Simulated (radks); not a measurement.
Results of a calculation; reference values are marked as such.
The chlorine anion Cl-, [Ar], held by a Watson sphere: a shell of charge +1 at radius R that stands for the Madelung well of a crystal (potential energy -1/R inside, -1/r outside, in hartree with lengths in bohr). Code: a radial shooting solver on a logarithmic mesh with Libxc functionals. Model: non-relativistic Kohn-Sham, LB94 model potential, spin-polarised, spherical densities, point nucleus. Response by self-consistent Sternheimer equations with the Hartree and adiabatic LDA kernel. The sphere does not respond.

| R (bohr) | e(2p) (eV) | e(3s) (eV) | e(3p) (eV) | <r> 3p (bohr) | sum of <r^2> (bohr^2) | X-ray form factor at sin(theta)/lambda = 0.3 1/angstrom | alpha (bohr^3) |
|---|---|---|---|---|---|---|---|
| 2.39 | -205.31 | -24.557 | -13.173 | 1.911 | 33.94 | 9.589 | 19.35 |
| 3.35 | -203.97 | -22.704 | -11.415 | 1.973 | 36.17 | 9.587 | 24.70 |
| 3.68 | -203.51 | -22.180 | -10.896 | 1.985 | 36.64 | 9.589 | 26.27 |
| 4.2 | -202.84 | -21.458 | -10.173 | 1.998 | 37.16 | 9.591 | 28.33 |
| 4.65 | -202.33 | -20.923 | -9.637 | 2.004 | 37.46 | 9.592 | 29.72 |
